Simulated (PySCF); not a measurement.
**Two-dimensional NMR puzzle**

Compound of formula C7H12Si. Correlations simulated from computed shifts and the bond graph:

HSQC (one-bond C–H):
| δH | δC |
| --- | --- |
| 2.43 | 16.9 |
| 2.24 | 20.3 |
| 2.19 | 20.3 |
| 1.73 | 16.7 |
| 1.52 | 16.7 |
| 1.25 | 16.5 |

COSY cross peaks (H two or three bonds apart, from the bond graph; peaks can be absent where the dihedral angle is near 90°):
| δH | δH |
| --- | --- |
| 5.19 | 1.73 |
| 5.19 | 1.52 |
| 2.43 | 1.25 |
| 2.24 | 2.19 |
| 2.24 | 1.73 |
| 2.24 | 1.52 |
| 2.19 | 1.73 |
| 2.19 | 1.52 |
| 1.73 | 1.52 |

HMBC (two and three bonds, from the bond graph):
| δH | δC |
| --- | --- |
| 5.19 | 121.7, 86.2, 20.3, 16.7 |
| 2.43 | 121.7, 86.2, 16.5 |
| 2.24 | 16.7 |
| 2.19 | 16.7 |
| 1.73 | 86.2, 20.3, 16.7 |
| 1.52 | 86.2, 20.3, 16.7 |
| 1.25 | 121.7, 16.9 |

Carbons without hydrogens: δ 121.7, 86.2.

[PySCF 2.14: coordinates at the GFN2-xTB level; NMR shieldings at PBE0/pcSseg-1/GIAO; fast rotation and ring inversion assumed for equivalent nuclei; a single conformation; isolated molecule; non-relativistic Hamiltonian]

Shifts are taken against calculated references (same method and geometry level): ¹H (31.72 ppm), ¹³C (186.93 ppm) against TMS.

Exchangeable hydrogens are left out of these lists.

Task: Assemble the structure.

Result: `CCC#C[SiH]1CCC1`.

Atoms are numbered as in `[CH3:1][CH2:2][C:3]#[C:4][SiH:5]1[CH2:6][CH2:7][CH2:8]1`. Each H is labelled by its parent atom. Ha(C6), Ha(C7), Ha(C8) are cis to C4 on the ring; Hb(C6), Hb(C7), Hb(C8) are trans to C4 on the ring.

1. δC 121.7 is C3, an alkyne carbon.
2. δC 86.2 is C4, an alkyne carbon.
3. δC 20.3 is C7, an sp3 CH2 in a ring (δH 2.19, 2.24).
4. δC 16.9 is C2, a propargylic sp3 CH2 (δH 2.43).
5. δC 16.7 is C6/C8, an sp3 CH2 bonded to Si (δH 1.52, 1.73).
6. δC 16.5 is C1, a methyl carbon (δH 1.25).
7. HMBC from δH 5.19 reaches the proton-free carbons C3, C4.
8. HMBC from δH 2.43 reaches the proton-free carbons C3, C4.
9. HMBC from δH 1.73 reaches the proton-free carbon C4.
10. HMBC from δH 1.52 reaches the proton-free carbon C4.
11. COSY links 5.19–1.73, 5.19–1.52, 2.43–1.25, 2.24–2.19, 2.24–1.73, 2.24–1.52.

The shifts were computed for this structure.

Shifts are as computed. Against solution values, carbons near 30 ppm lie about +3 ppm off and those near 130 ppm about +5 ppm. Of 1211 compounds with measured shifts, 218 miss one by over three times the rms of a fit or turn the order of signals round; such compounds aren't used in these exercises.
